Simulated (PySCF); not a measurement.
CH₅F₃GaN.
Structure used (PBE0-D3(BJ)/def2-SVP), in Å, numbered top down from 1:
```xyz
11
CH5F3GaN angstrom
N      1.4441   -0.2526   -0.2557
Ga    -0.0763    1.0484    0.4667
C     -1.4351   -0.3794   -0.0228
F     -2.7273   -0.1209    0.2125
F     -1.3440   -0.6916   -1.3473
F     -1.1547   -1.5464    0.6240
H      2.3985    0.0987   -0.1881
H      1.2491   -0.4679   -1.2348
H      1.3884   -1.1322    0.2604
H      0.2717    1.1561    1.9950
H      0.0237    2.2619   -0.5257
```

Computed with PBE0-D3(BJ)/def2-SVP geometry optimisation, gas phase (PySCF 2.14.0).

Masses are those of the commonest isotopes; rigid-rotor values at the optimised geometry. 

Problem. Give the principal moments of inertia and the rotational constants in MHz.

Solution. Ia = 156.68, Ib = 299.08, Ic = 356.97 u·Å²; 505379 MHz·u·Å²/I gives A = 3225, B = 1690, C = 1416 MHz.

Problem. Classify the top.

Solution. An asymmetric top; Ray's κ = -0.697.

Problem. Is it planar, by Δ = Ic − Ia − Ib?

Solution. Not planar: Δ = Ic − Ia − Ib = -98.80 u·Å². For a rigid frame Δ = −2 Σ m c², so Σ m c² = 49.40 u·Å² lies off the ab plane: 5.21 from hydrogen and 44.19 from heavier atoms. The atom farthest from that plane is 1.38 Å away.

Problem. Which types of transition are allowed, and where do some lines up to J = 3 fall?

Solution. The dipole components are |μa| = 3.42 D, |μb| = 4.17 D, |μc| = 0.00 D; the mirror of this Cs structure is the ab plane, so μc vanishes by symmetry and there are no c-type lines. The squared components, which scale the intensities, stand as 0.67 : 1.00 (a : b). Some lines, for components of 0.1 D or more:

```json
{"type": "a", "branch": "Q", "J(Ka,Kc)": "2(1,1) ← 2(1,2)", "MHz": "822", "lower level (cm⁻¹)": "0.353"}
{"type": "a", "branch": "Q", "J(Ka,Kc)": "3(1,2) ← 3(1,3)", "MHz": "1641", "lower level (cm⁻¹)": "0.649"}
{"type": "b", "branch": "Q", "J(Ka,Kc)": "1(1,0) ← 1(0,1)", "MHz": "1810", "lower level (cm⁻¹)": "0.104"}
{"type": "b", "branch": "Q", "J(Ka,Kc)": "2(1,1) ← 2(0,2)", "MHz": "2117", "lower level (cm⁻¹)": "0.310"}
{"type": "b", "branch": "Q", "J(Ka,Kc)": "3(1,2) ← 3(0,3)", "MHz": "2637", "lower level (cm⁻¹)": "0.616"}
{"type": "a", "branch": "R", "J(Ka,Kc)": "1(0,1) ← 0(0,0)", "MHz": "3106", "lower level (cm⁻¹)": "0.000"}
{"type": "b", "branch": "Q", "J(Ka,Kc)": "3(2,1) ← 3(1,2)", "MHz": "4383", "lower level (cm⁻¹)": "0.704"}
{"type": "b", "branch": "Q", "J(Ka,Kc)": "2(2,0) ← 2(1,1)", "MHz": "4641", "lower level (cm⁻¹)": "0.380"}
{"type": "b", "branch": "R", "J(Ka,Kc)": "1(1,1) ← 0(0,0)", "MHz": "4641", "lower level (cm⁻¹)": "0.000"}
{"type": "b", "branch": "Q", "J(Ka,Kc)": "2(2,1) ← 2(1,2)", "MHz": "5429", "lower level (cm⁻¹)": "0.353"}
{"type": "b", "branch": "Q", "J(Ka,Kc)": "3(2,2) ← 3(1,3)", "MHz": "5860", "lower level (cm⁻¹)": "0.649"}
{"type": "a", "branch": "R", "J(Ka,Kc)": "2(1,2) ← 1(1,1)", "MHz": "5937", "lower level (cm⁻¹)": "0.155"}
{"type": "a", "branch": "R", "J(Ka,Kc)": "2(0,2) ← 1(0,1)", "MHz": "6178", "lower level (cm⁻¹)": "0.104"}
{"type": "b", "branch": "R", "J(Ka,Kc)": "2(1,2) ← 1(0,1)", "MHz": "7473", "lower level (cm⁻¹)": "0.104"}
{"type": "b", "branch": "R", "J(Ka,Kc)": "3(0,3) ← 2(1,2)", "MHz": "7891", "lower level (cm⁻¹)": "0.353"}
{"type": "b", "branch": "Q", "J(Ka,Kc)": "3(3,0) ← 3(2,1)", "MHz": "8222", "lower level (cm⁻¹)": "0.850"}
{"type": "b", "branch": "Q", "J(Ka,Kc)": "3(3,1) ← 3(2,2)", "MHz": "8383", "lower level (cm⁻¹)": "0.845"}
{"type": "a", "branch": "R", "J(Ka,Kc)": "3(1,3) ← 2(1,2)", "MHz": "8886", "lower level (cm⁻¹)": "0.353"}
{"type": "a", "branch": "R", "J(Ka,Kc)": "3(0,3) ← 2(0,2)", "MHz": "9186", "lower level (cm⁻¹)": "0.310"}
{"type": "a", "branch": "R", "J(Ka,Kc)": "3(2,2) ← 2(2,1)", "MHz": "9317", "lower level (cm⁻¹)": "0.534"}
{"type": "a", "branch": "R", "J(Ka,Kc)": "3(2,1) ← 2(2,0)", "MHz": "9447", "lower level (cm⁻¹)": "0.535"}
{"type": "a", "branch": "R", "J(Ka,Kc)": "3(1,2) ← 2(1,1)", "MHz": "9705", "lower level (cm⁻¹)": "0.380"}
{"type": "b", "branch": "R", "J(Ka,Kc)": "3(1,3) ← 2(0,2)", "MHz": "10181", "lower level (cm⁻¹)": "0.310"}
{"type": "b", "branch": "R", "J(Ka,Kc)": "2(2,1) ← 1(1,0)", "MHz": "11092", "lower level (cm⁻¹)": "0.164"}
{"type": "b", "branch": "R", "J(Ka,Kc)": "3(2,2) ← 2(1,1)", "MHz": "13924", "lower level (cm⁻¹)": "0.380"}
{"type": "b", "branch": "R", "J(Ka,Kc)": "3(3,1) ← 2(2,0)", "MHz": "17666", "lower level (cm⁻¹)": "0.535"}
{"type": "b", "branch": "R", "J(Ka,Kc)": "3(3,0) ← 2(2,1)", "MHz": "17702", "lower level (cm⁻¹)": "0.534"}
```

Problem. Estimate the classical rotational partition function at 10 K, 50 K and 500 K.

Solution. Point group Cs, symmetry number σ = 1; q = (√π/σ)·√((kT/h)³/(ABC)), k/h = 20836.6 MHz/K: 1920 at 10 K, 21500 at 50 K, 679000 at 500 K.

PBE0-D3(BJ)/def2-SVP frequencies: not computed here. No vibrational averaging or centrifugal distortion is included, and the geometry carries the error of its method. A rigid rotor knows nothing of internal rotation, which can split or shift real lines. Quadrupole hyperfine structure (14N, 69Ga) is left out.
